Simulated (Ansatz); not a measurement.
Two isomers of CH7GeNSi: A = `[SiH3][GeH]1[CH2][NH]1`, B = `[NH2][GeH]1[CH2][SiH2]1`.

Gas-phase electronic energies from Ansatz, PBE0-D4/def2-TZVP geometries. CBS: MP2 limit from def2 TZ/QZ plus the TZ coupled-cluster correction, frozen cores. DFT in def2-TZVPP. B3LYP here is the variant with VWN-RPA as its local correlation; programs differ in this. For Ge outer-core shells are correlated without core-valence functions, which leaves a few kJ/mol of doubt a bond. Scalar relativity is left out up to krypton. One conformer a species, not always the lowest.

Task: Which is lower in electronic energy at CCSD(T)/CBS, and by how much? (An estimate is asked.)

Result: The calculation gave: B, by 63.7 kJ/mol.

Task: Give E(B) − E(A) in kJ/mol with ωB97M-V, r2SCAN-D4, CCSD(T)/def2-TZVPP, B2PLYP, HF/def2-TZVPP, B3LYP, B3LYP-D4. (An estimate is asked.)

Result: Ansatz gave: ωB97M-V -69.3, r2SCAN-D4 -63.6, CCSD(T)/def2-TZVPP -63.3, B2PLYP -62.4, HF/def2-TZVPP -73.3, B3LYP -59.9, B3LYP-D4 -61.3. None reverses the order clearly.

Largest T1 diagnostic: 0.013.

From PBE to PBE0 (25 % exact exchange), in def2-TZVPP and without D4, E(B) − E(A) moves by −8.3 kJ/mol. In def2-TZVPP, CCSD(T) changes the Hartree–Fock value by +10.0 kJ/mol (the triples alone add +3.0 kJ/mol) and MP2 by +7.9 kJ/mol.
